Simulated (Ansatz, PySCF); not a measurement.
C2H10OSi3, SMILES O=CC[SiH2][SiH2][SiH3].

Coordinates come from a B3LYP-D3(BJ)/def2-SVP optimisation. This is a generated structure with no PubChem entry under its InChIKey; it may be hypothetical. Other conformers were not sampled.

Vertical ionisation energy (IE) and electron affinity (EA) in eV. Rows of orbital energies are one-electron estimates. Where ΔSCF, EOM or ADC give a negative EA the extra electron is unbound and the value depends on the basis.

| level | IE | EA |
|---|---|---|
| −ε(HOMO), −ε(LUMO), PBE0/def2-TZVP (PySCF) | 7.42 | 0.98 |
| −ε(HOMO), −ε(LUMO), PBE/def2-TZVP (PySCF) | 5.88 | 2.06 |
| ΔSCF, CAM-B3LYP/def2-SVPD (Ansatz), final states of multiplicity 2 and 2 | 9.68 | -0.75 |
| ΔSCF, PBE/def2-SVPD (Ansatz), final states of multiplicity 2 and 2 | 8.84 | -0.31 |

Task: What vertical singlet–triplet gap does ΔSCF give with CAM-B3LYP/def2-SVPD (Ansatz, a quantum-chemistry and plane-wave program) and with PBE/def2-SVPD (Ansatz)? (An estimate is asked for; the answer gives what the named calculation found.)

Result: 3.71 and 3.61 eV (triplet above singlet where positive).
